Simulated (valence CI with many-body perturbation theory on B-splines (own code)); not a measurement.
Values are calculated unless marked as measured or tabulated.
**Gd XV: magnetic and hyperfine properties of the levels**

Level of theory: relativistic CI+MBPT: four valence electrons over a frozen Dirac-Fock core [Kr] 4d10, a basis of 7 s, 7 p, 7 d, 7 f, 4 g, 2 h functions for each j, with the one-electron correlation potential Σ1 (screened to all orders), the two-electron term Σ2, the three-electron term Σ3, Breit, model QED; selected single and double excitations, second order for the rest, scaled by the run's own slope (own B-spline code, finite nucleus).

No measured spectrum was set against this ion. As an estimate, terms of the open shell hold to a few per cent of their energy, and close levels can change places; configurations with another count of f electrons can be misplaced by thousands of cm⁻¹.

A/g_I is the dipole constant over the nuclear g factor μ/I (μ in nuclear magnetons, uniformly magnetised nucleus), B/Q the quadrupole constant per barn. Both hold the static response of the core; the bare values leave it out. Large factors of s and p1/2 electrons are usually good to 5 to 10 %; those of open d and f shells near neutrality can be off by tens of per cent, and small factors of p3/2, d and f electrons come from cancelling terms and can be off by a factor of two or in sign, in half-filled shells by more. B is blank for J = 1/2, where it vanishes, and for nearly pure S terms. Energies count from the lowest level. Levels with J = 0 are left out.

Names give the largest LS component (configuration and term), which can be under half, so a name can repeat, a term be missing and a line seem to break the LS rules; names also repeat where a configuration has a term twice. Letters in brackets count levels of one name in rising energy.

| Level | E (eV) | g | A/g_I (MHz) | A/g_I bare | B/Q (MHz/b) | B/Q bare |
| --- | --- | --- | --- | --- | --- | --- |
| 4f3 5s 5I°_4 | 0.0000 | 0.606 | -12800 | -12100 | 652 | 552 |
| 4f3 5s 5I°_5 | 0.3516 | 0.901 | 1850 | 1790 | 632 | 523 |
| 4f3 5s 5I°_6 | 0.7958 | 1.070 | 6660 | 6420 | 692 | 560 |
| 4f3 5s 5I°_7 | 1.286 | 1.176 | 8710 | 8410 | 803 | 641 |
| 4f3 5s 5I°_8 | 1.800 | 1.246 | 9730 | 9420 | 949 | 755 |
| 4f3 5s 3I°_5 [a] | 2.127 | 0.851 | 3440 | 3240 | 698 | 589 |
| 4f3 5s 5F°_1 | 2.662 | 0.034 | -33800 | -32200 | -243 | -200 |
| 4f4 5I_4 | 2.679 | 0.608 | 1860 | 1500 | -731 | -582 |
| 4f3 5s 5F°_2 | 2.838 | 1.011 | 7270 | 6910 | -99.9 | -85.5 |
| 4f3 5s 3I°_6 [a] | 2.903 | 1.025 | -2830 | -2460 | 827 | 678 |
| 4f4 5I_5 | 3.068 | 0.902 | 1210 | 1180 | -670 | -547 |
| 4f3 5s 5F°_3 | 3.088 | 1.242 | 12500 | 11900 | -345 | -297 |
| 4f3 5s 5F°_4 | 3.250 | 1.155 | 3600 | 3660 | -931 | -788 |
| 4f3 5s 5S°_2 | 3.274 | 1.956 | 35400 | 33900 |  |  |
| 4f3 5s 5F°_5 | 3.317 | 1.231 | 14400 | 13800 | -1130 | -951 |
| 4f4 5I_6 | 3.476 | 1.069 | 849 | 1000 | -665 | -556 |
| 4f3 5s 3H°_4 [a] | 3.493 | 1.017 | -1710 | -1420 | -216 | -182 |
| 4f3 5s 3I°_7 [a] | 3.636 | 1.135 | -5880 | -5200 | 985 | 793 |
| 4f3 5s 3H°_5 [a] | 3.863 | 1.198 | 12200 | 11700 | -245 | -211 |
| 4f4 5I_7 | 3.889 | 1.172 | 634 | 908 | -693 | -589 |
| 4f3 5s 5G°_2 | 3.980 | 0.339 | -22000 | -20900 | -101 | -75.6 |
| 4f3 5s 5G°_3 | 4.098 | 0.886 | -2770 | -2520 | -84.6 | -62.6 |
| 4f3 5s 3H°_6 | 4.270 | 1.184 | 12700 | 12100 | -155 | -154 |
| 4f4 5I_8 | 4.300 | 1.240 | 502 | 859 | -745 | -641 |
| 4f2 5s2 3H_4 | 4.389 | 0.809 | 1490 | 1430 | 1750 | 1500 |
| 4f3 5s 5G°_4 | 4.413 | 1.111 | 9950 | 9520 | 171 | 147 |
| 4f3 5s 3G°_3 [a] | 4.547 | 0.838 | -7230 | -6740 | -905 | -759 |
| 4f3 5s 3F°_2 [a] | 4.624 | 0.767 | 9450 | 8730 | -702 | -584 |
| 4f3 5s 5G°_5 | 4.882 | 1.227 | 10800 | 10400 | 127 | 100 |
| 4f3 5s 3K°_6 | 4.896 | 0.861 | -9070 | -8420 | 2370 | 1970 |
| 4f3 5s 3S°_1 | 4.932 | 1.563 | -32100 | -29200 | -24.3 | -21.3 |
| 4f3 5s 1H°_5 [a] | 4.982 | 1.065 | -3900 | -3440 | -353 | -304 |
| 4f3 5s 3G°_4 [a] | 4.990 | 1.079 | 9710 | 9220 | -834 | -696 |
| 4f3 5s 3K°_7 | 5.077 | 1.018 | 7260 | 6920 | 2470 | 2050 |
| 4f2 5s2 3H_5 | 5.214 | 1.032 | 1060 | 1170 | 1870 | 1580 |
| 4f3 5s 3F°_3 [a] | 5.255 | 1.051 | -6710 | -6070 | -607 | -507 |
| 4f3 5s 3F°_4 [a] | 5.264 | 1.128 | -4840 | -4230 | -1150 | -972 |
| 4f4 5F_1 | 5.356 | 0.034 | 3470 | 2570 | 263 | 213 |
| 4f3 5s 5G°_6 | 5.359 | 1.303 | 12700 | 12200 | -67.5 | -69.4 |
| 4f4 5F_2 | 5.406 | 0.964 | 1200 | 1290 | 334 | 268 |

(1) Take the isotope of mass number 157, with I = 3/2, μ = -0.3398 μN and Q = 1.35 b. What is the hyperfine structure of 4f3 5s 5I°_5?

Results:

(1) From the table A = -418 MHz, B = 853 MHz. Shifts from the centre of gravity in MHz: F = 7/2: 4130, F = 9/2: 1700, F = 11/2: -759, F = 13/2: -2920.
